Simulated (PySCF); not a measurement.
Species: C₃H₁₃PSi₃.
SMILES with atom numbers: `[CH2:1]=[C:2]([CH3:3])[SiH2:4][P:5]([SiH3:6])[SiH3:7]` (hydrogens: H8, H9 on C1; H10, H11, H12 on C3; H13, H14 on Si4; H15, H16, H17 on Si6; H18, H19, H20 on Si7)

Torsions of this conformer, `[CH2:1]=[C:2]([CH3:3])[SiH2:4][P:5]([SiH3:6])[SiH3:7]`: C1–C2–Si4–P5 -8°, C2–Si4–P5–Si6 -178°.

The closed-shell ground state was solved at several levels (PySCF, density fitting, gas phase, non-relativistic). Isolated species at its PBE0-D3(BJ)/def2-SVP geometry (one conformer only).

| level | basis functions | total energy (Eh) | HOMO (eV) | LUMO (eV) | gap (eV) | dipole (D) |
| --- | --- | --- | --- | --- | --- | --- |
| B97-2/pcSseg-1 | 212 | -1331.9245 | -7.08 | -0.48 | 6.60 | 1.25 |
| CAM-B3LYP/def2-SVPD | 260 | -1331.4487 | -8.42 | 0.64 | 9.06 | 1.06 |

What might PBE0/pcSseg-1 (212 basis functions) give for the same quantities?

Total energy -1331.2579 Eh, HOMO -7.30 eV, LUMO -0.46 eV, gap 6.84 eV, dipole 1.26 D.

Over all these levels, which gives the widest orbital gap and which the narrowest?

CAM-B3LYP/def2-SVPD (range-separated hybrid) has the widest, 9.06 eV, and B97-2/pcSseg-1 (global hybrid, 21 % exact exchange) the narrowest, 6.60 eV. Functional and basis both differ between the two, so the spread mixes both effects.

How far do the dipole and the HOMO energy spread over the levels?

The dipole runs from 1.06 to 1.26 D (mean 1.19 D) and the HOMO from -8.42 to -7.08 eV.
